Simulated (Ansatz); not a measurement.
Geometry optimisation, RKS B3LYP-D4/def2-SVP (Ansatz 0.2.0).

The input (input.yaml):

```yaml
crystal:
  periodic: [false, false, false]
  atoms:
    - { symbol: B, position_ang: [0.3804, -1.2729, 0.3319] }
    - { symbol: O, position_ang: [1.771, -0.4777, 1.0264] }
    - { symbol: F, position_ang: [0.6415, -1.8221, -0.8271] }
    - { symbol: F, position_ang: [-0.2876, -1.9398, 1.247] }
    - { symbol: H, position_ang: [0.9677, 0.4487, 0.6716] }
    - { symbol: O, position_ang: [-0.2065, 0.3619, 0.1745] }
    - { symbol: Si, position_ang: [-1.0802, 1.1503, -0.9536] }
    - { symbol: H, position_ang: [1.7145, -0.5863, 1.9787] }
    - { symbol: H, position_ang: [-0.6046, 0.8396, -2.2987] }
    - { symbol: H, position_ang: [-2.4749, 0.7576, -0.7695] }
    - { symbol: H, position_ang: [-0.8213, 2.5408, -0.5813] }
basis:
  gaussian: { orbitals: def2-SVP }
hamiltonian:
  xc: b3lyp
  dispersion: d4
relax:
  f_tol: 0.15
  max_steps: 25
  restrain:
    - { distance: [0, 5], at: 2.8, k: 30.0 }
    - { distance: [4, 1], at: 2.27, k: 30.0 }
    - { distance: [0, 1], at: 1.5, k: 30.0 }
    - { distance: [4, 5], at: 0.97, k: 30.0 }
```

Launched with:

```bash
$ ansatz run input.yaml --threads 2 --pin off --max-ram 3072MiB --backend cpu --events-out ev --progress --plain --runs-dir out
```

Q: Where does it end, and by what steps?

A: The run converged. The restraints hold the end off the free minimum. After 10 steps the energy has fallen by 1.153 eV (the restraints' own energy left out); B1 moved furthest, 0.67 Å. Parted: B1–O6. Joined: H5–O6.

```json
{"step": "0", "energy less start (eV)": "0.0000", "largest force component (eV/Å)": "3.065", "accepted": "yes"}
{"step": "1", "energy less start (eV)": "0.2267", "largest force component (eV/Å)": "4.166", "accepted": "yes"}
{"step": "2", "energy less start (eV)": "-0.2138", "largest force component (eV/Å)": "2.897", "accepted": "yes"}
{"step": "3", "energy less start (eV)": "-0.3998", "largest force component (eV/Å)": "2.382", "accepted": "yes"}
{"step": "4", "energy less start (eV)": "-0.8109", "largest force component (eV/Å)": "1.757", "accepted": "yes"}
{"step": "5", "energy less start (eV)": "-1.0011", "largest force component (eV/Å)": "1.941", "accepted": "yes"}
{"step": "6", "energy less start (eV)": "-1.0600", "largest force component (eV/Å)": "2.133", "accepted": "yes"}
{"step": "7", "energy less start (eV)": "-1.1051", "largest force component (eV/Å)": "2.198", "accepted": "yes"}
{"step": "8", "energy less start (eV)": "-1.1367", "largest force component (eV/Å)": "1.801", "accepted": "yes"}
{"step": "9", "energy less start (eV)": "-1.1480", "largest force component (eV/Å)": "1.759", "accepted": "yes"}
{"step": "10", "energy less start (eV)": "-1.1526", "largest force component (eV/Å)": "1.746", "accepted": "yes"}
```

```xyz
11
Properties=species:S:1:pos:R:3
B 0.773 -1.754 0.587
O 1.843 -0.932 1.039
F 0.632 -1.948 -0.706
F -0.025 -2.370 1.441
H 0.621 0.865 0.386
O -0.345 0.797 0.355
Si -1.141 1.419 -0.984
H 1.837 -0.875 2.004
H -0.511 0.969 -2.260
H -2.536 0.917 -0.897
H -1.149 2.913 -0.964
```

The run took 21 s on 2 threads of Intel(R) Xeon(R) 6975P-C (Granite Rapids), on a shared host, peak memory 0.28 GiB.
